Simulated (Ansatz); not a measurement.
Start from `FCBI` and change one atom or group to get `FC[BH][GeH2][AlH2]`.

Ansatz, PBE0-D4/def2-TZVP geometries, multiplicity 1. Each molecule was computed in one conformer, which needn't be the lowest.

Elements past krypton have def2 core potentials. Scalar relativity is left out up to krypton.

```tsv
property	`FCBI`
size of the dipole moment (PBE/def2-TZVPP) / D	1.58
HOMO–LUMO gap (B3LYP/def2-TZVPP) / eV	5.25
HOMO–LUMO gap (ωB97M-V/def2-TZVPP) / eV	9.78
HOMO energy (B3LYP/def2-TZVPP) / eV	-7.33
HOMO energy (PBE0/def2-TZVPP) / eV	-7.57
LUMO energy (PBE/def2-TZVPP) / eV	-2.80
```

Problem. What does the change do to each property? (Estimate.)

Solution. Computed: 
```
                                      property  `FC[BH][GeH2][AlH2]`  shift
size of the dipole moment (PBE/def2-TZVPP) / D                  1.60   0.02
         HOMO–LUMO gap (B3LYP/def2-TZVPP) / eV                  4.57  -0.68
       HOMO–LUMO gap (ωB97M-V/def2-TZVPP) / eV                  8.60  -1.18
           HOMO energy (B3LYP/def2-TZVPP) / eV                 -7.25   0.08
            HOMO energy (PBE0/def2-TZVPP) / eV                 -7.45   0.12
             LUMO energy (PBE/def2-TZVPP) / eV                 -3.29  -0.49
```

With PBE0 the HOMO rises by 0.12 eV and the LUMO falls by 0.61 eV, so the gap narrows by about 0.73 eV. PBE moves the HOMO by 0.00 eV and ωB97M-V by 0.32 eV. Dipoles are sizes alone; their direction can turn.

B3LYP here is the variant with VWN-RPA as its local correlation; programs differ in this.

Spin–orbit coupling is left out; it splits and shifts lone-pair levels of the heavy atoms by tenths of an eV.
